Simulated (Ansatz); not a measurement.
Geometry optimisation, RKS PBE/def2-SVP (Ansatz 0.2.0).

Input file:

```yaml
crystal:
  periodic: [false, false, false]
  atoms:
    - { symbol: "N", position_ang: [-2.1148, 0.3287, -0.5751] }
    - { symbol: C, position_ang: [-0.9835, 0.7949, 0.1499] }
    - { symbol: Si, position_ang: [0.4074, -0.3745, -0.1962] }
    - { symbol: O, position_ang: [0.0864, -1.9468, 0.3278] }
    - { symbol: O, position_ang: [0.8003, -0.3971, -1.8792] }
    - { symbol: Al, position_ang: [2.3389, 0.3702, 1.0123] }
    - { symbol: H, position_ang: [-2.8734, 1.1047, -0.4453] }
    - { symbol: H, position_ang: [-2.4884, -0.4848, -0.1514] }
    - { symbol: H, position_ang: [-0.6749, 1.8317, -0.1374] }
    - { symbol: H, position_ang: [-1.1902, 0.8208, 1.2654] }
    - { symbol: H, position_ang: [0.7709, -2.5232, 0.0895] }
    - { symbol: H, position_ang: [0.0251, -0.7984, -2.268] }
    - { symbol: H, position_ang: [2.2328, 0.4948, 2.5896] }
    - { symbol: H, position_ang: [3.6505, 0.7496, 0.2469] }
basis:
  gaussian: { orbitals: def2-SVP }
hamiltonian:
  xc: pbe
relax:
  f_tol: 0.015
  max_steps: 40
```

Launched with:

```bash
$ ansatz run input.yaml --threads 2 --pin off --max-ram 3072MiB --backend cpu --events-out ev --progress --plain --runs-dir out
```

Where does it end, and by what steps?

The run converged. After 23 steps the energy has fallen by 0.803 eV; H13 moved furthest, 1.78 Å.

```tsv
step	energy less start (eV)	largest force component (eV/Å)	accepted
0	0.0000	3.257	yes
1	-0.5321	0.900	yes
2	-0.6036	1.195	yes
3	-0.6504	0.811	yes
4	-0.6767	0.433	yes
5	-0.7058	0.422	yes
6	-0.7222	0.288	yes
7	-0.7342	0.177	yes
8	-0.7234	0.596	no
9	-0.7503	0.076	yes
10	-0.7564	0.081	yes
11	-0.7649	0.109	yes
12	-0.7722	0.206	yes
13	-0.7758	0.359	yes
14	-0.7942	0.062	yes
15	-0.7986	0.039	yes
16	-0.8014	0.087	yes
17	-0.8021	0.052	yes
18	-0.8029	0.025	yes
19	-0.8029	0.025	yes
20	-0.8030	0.022	yes
21	-0.8032	0.022	yes
22	-0.8032	0.017	yes
23	-0.8033	0.008	yes
```

```xyz
14
Properties=species:S:1:pos:R:3
N -1.994 0.382 -0.835
C -1.184 0.530 0.392
Si 0.465 -0.374 0.004
O 0.117 -1.989 0.411
O 0.586 -0.121 -1.661
Al 2.616 0.401 0.914
H -2.766 1.060 -0.868
H -2.425 -0.551 -0.860
H -0.958 1.609 0.537
H -1.672 0.175 1.329
H 0.824 -2.612 0.167
H -0.341 0.157 -1.910
H 2.804 1.852 1.584
H 3.914 -0.548 0.825
```

The run took 55 s on 2 threads of Intel(R) Xeon(R) Platinum 8488C (Sapphire Rapids), with other jobs on the host, peak memory 0.2 GiB.
